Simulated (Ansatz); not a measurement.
How methods differ on C6H12O3 (propylene glycol methyl ether acetate (PGMEA))

C6H12O3 has 21 atoms, charge 0, and is taken as a singlet. SMILES: `COCC(C)OC(C)=O`. The shape was relaxed beforehand at r2SCAN/def2-SVP. This is one conformer, not always the lowest.

```xyz
21

C    -1.7224   -2.4798    1.8361
O    -1.2826   -1.8717    0.6516
C    -0.5529   -0.6965    0.8797
C    -0.1275   -0.1368   -0.4674
C     0.7709   -1.0726   -1.2497
O     0.5661    1.0910   -0.1503
C     0.5965    2.0412   -1.1118
C     1.3724    3.2410   -0.6426
O     0.0725    1.9187   -2.1925
H    -2.3910   -1.8133    2.4182
H    -2.2807   -3.3856    1.5605
H    -0.8746   -2.7686    2.4905
H    -1.1621    0.0617    1.4166
H     0.3481   -0.8941    1.5021
H    -1.0213    0.1119   -1.0634
H     1.7034   -1.2625   -0.6940
H     1.0145   -0.6415   -2.2310
H     0.2516   -2.0300   -1.4003
H     0.9815    3.5937    0.3230
H     1.3137    4.0359   -1.3948
H     2.4238    2.9578   -0.4803
```

Quantity: the dissociation energy of the H18–C5 bond into doublet H and doublet C6H11O3 (shapes relaxed at r2SCAN/def2-SVP, no zero-point term), in eV. The values are calculated.

```csv
level,kind,program,value (eV),CPU time (all runs)
HF/def2-SVP,Hartree–Fock,Ansatz,3.69,19 s
SVWN5/def2-SVP,LDA,Ansatz,5.21,13 s
PBE/def2-SVP,GGA,Ansatz,4.66,22 s
r2SCAN/def2-SVP,meta-GGA,Ansatz,4.59,38 s
PBE0-D4/def2-SVP,global hybrid,Ansatz,4.67,32 s
wB97M-V/def2-SVP,range-separated hybrid,Ansatz,4.86,99 s
B2PLYP/def2-SVP,double hybrid,Ansatz,4.71,52 s
RPA@PBE/def2-SVP,RPA,Ansatz,4.74,45 s
```

The values span 3.69 to 5.21 eV. Hartree–Fock misses the correlation of the electron pair that is broken and comes out low. Measured bond enthalpies also hold zero-point and thermal terms, a few tenths of an eV less. Times are those of the runs behind each value, whatever else they computed, on shared processors of several kinds: orders of magnitude only.
